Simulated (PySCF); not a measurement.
RhO₂⁻: bending curve

All numbers come from B3LYP in PySCF with Rh def2-SVPD with ECP28, O def2-SVPD; scalar-relativistic core potentials, no spin–orbit coupling; density-fitted integrals.

Rigid scan from the singlet minimum (Rh–O 1.718 Å (×2); O–Rh–O 162.3°). Coordinate: the O–Rh–O angle, bonds fixed. Energies in kJ/mol from the minimum.

(1) Predict the curve at 80, 90, 100, 110, 120, 130, 140, 150, 160, 170, 180.

## Answers

(1) 
```
bond angle (°)  E (kJ/mol)  dipole size (D, about the centre of mass)
            80       331.4                                       4.58
            90       248.3                                       3.69
           100       178.4                                       2.82
           110       119.6                                       2.08
           120        72.9                                       1.49
           130        38.1                                       1.04
           140        15.3                                       0.71
           150         3.6                                       0.47
           160         0.1                                       0.29
           170         0.6                                       0.14
           180         1.3                                       0.00
```

With the bonds held, the linear shape lies 1.3 kJ/mol from the minimum.

Other isomers or separated fragments may lie lower.
